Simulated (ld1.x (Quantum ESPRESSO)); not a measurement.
# What the settings do to the TM potential of carbon

Base potential:

```
Element                 : C
Generator               : ld1.x (Quantum ESPRESSO) 7.5
Type                    : norm-conserving Troullier–Martins (Kleinman–Bylander form)
Functional              : PBE
Relativity              : scalar-relativistic
Frozen core             : [He]
Valence charge          : 4
Reference configuration : 2s2 2p2
Partial waves           : 2s (bound): rc 1.30 bohr; 2p (bound): rc 2.90 bohr; 3d channel at 0.35 Ry: rc 3.00 bohr
Local potential         : the d channel
Core correction         : none
```

All-electron outer shells of the reference configuration (PBE, scalar-relativistic, ld1.x):

```csv
shell,level (eV),outermost node (bohr),outermost maximum (bohr)
1s,-273.38,–,0.17
2s,-13.75,0.38,1.22
2p,-5.29,–,1.20
```

Cutoffs, loose and tight: the cutoffs (Ry, on a coarse ladder) from which the occupation-weighted sum of valence levels, in a spherical-Bessel basis at the reference potential, stays within 10 and 1 mRy of its value at 400 Ry. They do not see the model core or the augmentation charge, which bear on the density cutoff. Test errors are all-electron minus pseudo excitation energies from the reference, over the configurations 2s2 2p1; 2s2 2p0; 2s1 2p0; 2s0 2p4; 2s1 2p2; 2s2 2p1.5; 2s2 2p2.3. A dash means not determined; rows that change the core or the reference have their own tests.

A true bound ghost makes a file unfit for plane-wave use even where its test errors are small: the radial tests pick states by their node count and pass the ghost by.

```csv
change,outcome,"cutoff, loose","cutoff, tight",bound ghosts,largest test error (meV)
base,generated,30 Ry,80 Ry,s,+1901
wave 2s (bound): rc 1.30 bohr becomes 2s (bound): rc 0.90 bohr,generated,55 Ry,110 Ry,s,+1904
wave 2s (bound): rc 1.30 bohr becomes 2s (bound): rc 1.08 bohr,generated,35 Ry,90 Ry,s,+1902
wave 2s (bound): rc 1.30 bohr becomes 2s (bound): rc 1.20 bohr,generated,35 Ry,90 Ry,s,+1902
wave 2s (bound): rc 1.30 bohr becomes 2s (bound): rc 1.42 bohr,generated,30 Ry,60 Ry,none,+1900
wave 2s (bound): rc 1.30 bohr becomes 2s (bound): rc 1.62 bohr,generated,21 Ry,50 Ry,none,+1899
wave 2s (bound): rc 1.30 bohr becomes 2s (bound): rc 1.72 bohr,generated,18 Ry,40 Ry,none,+1899
wave 2s (bound): rc 1.30 bohr becomes 2s (bound): rc 1.94 bohr,generated,18 Ry,25 Ry,none,+1909
```

Reading the sweep of the s radius (base included, trends over the rows without a ghost): The loose cutoff falls from 30 Ry at 1.42 to 18 Ry at 1.94 bohr. A larger radius leaves more room for a smooth pseudo-wave, so fewer plane waves are needed; a smaller one forces it to follow the all-electron wave where it bends sharply. The median size of the test errors (rows with all tests solved) stays near 123.1 meV. Bound ghosts are found at 0.9, 1.08, 1.2, 1.3 bohr.
